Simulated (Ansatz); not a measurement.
FI₃Sn, SMILES `[F][Sn]([I])([I])[I]`, 5 atoms. The species carries charge 0 and has multiplicity 1. Correlated methods include outer-core shells of I, Sn, which these sets cover unevenly. Sn, I takes the def2 core potential. All runs use 4 threads of an Arm Neoverse V1 on a shared host. Correlated methods freeze the cores.

Question: Give the basis size and wall time and peak host memory of each of these runs in Ansatz. RHF-MP2/def2-TZVPP energy; RKS ωB97M-V/def2-QZVPP energy; RHF-CCSD(T)/def2-SVP energy; RKS PBE0-D4/def2-QZVPP energy; RKS ωB97M-V/def2-SVP energy; RKS CAM-B3LYP-D4/def2-TZVPP energy; RKS BHLYP-D4/def2-TZVPP energy; RHF-MP2/def2-QZVPP energy; RKS PBE-D4/def2-TZVPP energy and forces; RKS PBE0-D4/def2-SVP energy; direct RPA on PBE orbitals/def2-TZVPP energy; RKS PBE0-D4/def2-TZVP relaxation (5 steps). (Estimate.)

Answer: Computed: Other jobs shared the machine, so times are rough.

| level | job | functions | wall time | peak host memory (GiB) |
| --- | --- | --- | --- | --- |
| RKS PBE0-D4/def2-SVP | energy | 118 | 2.5 s | 0.45 |
| RKS PBE-D4/def2-TZVPP | energy and forces | 231 | 3.9 s | 0.36 |
| RKS CAM-B3LYP-D4/def2-TZVPP | energy | 231 | 7.5 s | 1.1 |
| RHF-MP2/def2-TZVPP | energy | 231 | 8 s | 0.82 |
| RKS BHLYP-D4/def2-TZVPP | energy | 231 | 9 s | 1.1 |
| RKS ωB97M-V/def2-SVP | energy | 118 | 11 s | 0.54 |
| direct RPA on PBE orbitals/def2-TZVPP | energy | 231 | 13 s | 0.86 |
| RKS PBE0-D4/def2-QZVPP | energy | 385 | 14 s | 1.9 |
| RHF-MP2/def2-QZVPP | energy | 385 | 25 s | 1.9 |
| RHF-CCSD(T)/def2-SVP | energy | 118 | 29 s | 0.87 |
| RKS ωB97M-V/def2-QZVPP | energy | 385 | 32 s | 2.2 |
| RKS PBE0-D4/def2-TZVP | relaxation (5 steps) | 231 | 50 s | 0.93 |
